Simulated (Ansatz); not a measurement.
Consider the formal exchange of groups at a B–C bond: `CB(N)N` + `[AlH3]` → `N[B](N)[AlH2]` + CH₄.

Gas-phase electronic energies from Ansatz, PBE0-D4/def2-TZVP geometries. CCSD(T)/CBS adds triple-zeta CCSD(T) − MP2 to the extrapolated MP2 energy (def2 sets, frozen cores). This one scheme is used for every species. Functionals use def2-TZVPP. Each species was taken in one conformer, which may not be the lowest.

| level | ΔE (kJ/mol) | difference from CCSD(T)/CBS |
| --- | --- | --- |
| BLYP-D4 | 16.2 | -7.5 |
| r2SCAN0-D4 | 24.2 | 0.5 |
| BHLYP-D4 | 26.9 | 3.2 |
| PBE | 10.7 | -13.0 |
| BLYP | 14.9 | -8.8 |
| r2SCANh | 21.9 | -1.8 |
| CAM-B3LYP | 26.2 | 2.5 |
| MP2/def2-SVP | 29.8 | 6.1 |
| CCSD(T)/def2-SVP | 25.3 | 1.6 |
| SCS-MP2/def2-QZVPP | 27.6 | 3.9 |
| CCSD(T)/CBS | 23.7 | 0 |

Problem. What do rigid-rotor, harmonic-oscillator terms from PBE0-D4/def2-TZVP frequencies (298.15 K, 1 bar) make of the CCSD(T)/CBS value? (Estimate.)

Solution. Ansatz gave: ΔZPE = +7.4 kJ/mol, ΔH = +32.2 kJ/mol, ΔS = -12 J/(mol·K), ΔG = +35.9 kJ/mol.

Largest T1 diagnostic among the species: 0.012.

From BLYP to BHLYP (50 % exact exchange), in def2-TZVPP and without D4, ΔE moves by +13.5 kJ/mol. Leaving LDA and LC-ωPBE aside and taking each functional with its dispersion term where it has one, the values, not all of them listed here, spread over 23.4 kJ/mol, from PBE-D4 to B97M-V. LDA lies +6.7 kJ/mol from PBE without D4. In def2-TZVPP, CCSD(T) changes the Hartree–Fock value by −12.4 kJ/mol (the triples alone add −2.7 kJ/mol) and MP2 by −8.7 kJ/mol.
